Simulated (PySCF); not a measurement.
Delta-SCF ions had no search for a lower state. Excitations are Tamm–Dancoff values on a coarser integration grid. The basis has no diffuse functions, so Rydberg states are missing or too high.

Z-matrix (Å, degrees):
```
C
H 1 1.0911
H 1 1.0911 2 109.10
C 1 1.5028 2 116.25 3 -133.83
N 4 1.2816 1 99.85 2 -114.74
H 4 1.0883 5 126.27 1 -180.00
C 5 1.4965 4 90.71 6 -180.00
H 7 1.0903 5 112.57 4 117.83
H 7 1.0903 8 109.49 5 -126.02
```
Charge 0, spin multiplicity 1.

Predict the HOMO–LUMO gap, LUMO, total energy, S1 excitation (TDA) and vertical ionisation energy (Delta-SCF) from PBE-D3(BJ)/def2-TZVP // B3LYP-D3(BJ)/def2-TZVP (PySCF 2.14.0).


```json
{
 "HOMO–LUMO gap": "4.67 eV",
 "LUMO": "-1.25 eV",
 "total_energy": "-171.8643 Ha",
 "S1 excitation (TDA)": "5.11 eV",
 "vertical ionisation energy (Delta-SCF)": "9.64 eV"
}
```
